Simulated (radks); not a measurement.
Question: All-electron atom: N+ in [He] 2s0.5 2p3.5 (fractional occupations, a model configuration). All-electron calculation, non-relativistic Kohn-Sham, PBE, spin-polarised, spherical densities, point nucleus; open shells are filled with parallel spins first. Program: a radial shooting solver on a logarithmic mesh with Libxc functionals. Some entries of the table are withheld. Estimate them.

| orbital | occ. | eigenvalue (hartree) | r(max) (bohr) | <r> (bohr) |
|---|---|---|---|---|
| 1s up | 1 | -14.75375 | (1) | 0.2301 |
| 1s down | 1 | -14.68266 | (2) | 0.2293 |
| 2s up | 0.5 | -1.26826 | 0.9844 | (3) |
| 2s down | 0 | -1.03926 | 1.001 | (4) |
| 2p up | 3 | -0.83306 | 0.9117 | 1.248 |
| 2p down | 0.5 | -0.61794 | 0.9360 | 1.363 |

Answer: 
(1) 1s up r(max) (bohr): 0.1483
(2) 1s down r(max) (bohr): 0.1481
(3) 2s up <r> (bohr): 1.230
(4) 2s down <r> (bohr): 1.288
